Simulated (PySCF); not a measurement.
# A small calculation by hand: oscillator strength and radiative lifetime

C4H5NSi, SMILES N#CC1=CC[SiH2]1.

Coordinates come from a ωB97X-D3(BJ)/def2-SVP optimisation. This is a generated structure with no PubChem entry under its InChIKey; it may be hypothetical.

TDDFT-PBE/def2-SVPD run with PySCF puts the first singlet state with f over 0.02 at 5.61 eV (vertical), with the transition dipole (0.604, 0.900, 0.000) in atomic units.

### Question
Find the oscillator strength, the wavelength and the radiative lifetime that this transition would have in vacuum if emission retraced absorption.

### Answer

|μ|² = 1.1748 au, so |μ| = 2.75 D. ΔE = 5.61/27.211 = 0.2062 hartree. f = (2/3) ΔE |μ|² = 0.161 (the program prints 0.162).
λ = 1239.84/5.61 = 221 nm; ν = 45248 cm⁻¹.
Einstein's coefficient A = 0.6670 ν² f s⁻¹ (ν in cm⁻¹) = 2.2e8 s⁻¹, so τ = 1/A = 4.5 ns. This state is S3; the lower singlets have f = 0.001, 0.000. The figure is the radiative limit of this one transition; relaxation, internal conversion, crossing to triplets and a medium change what is measured.
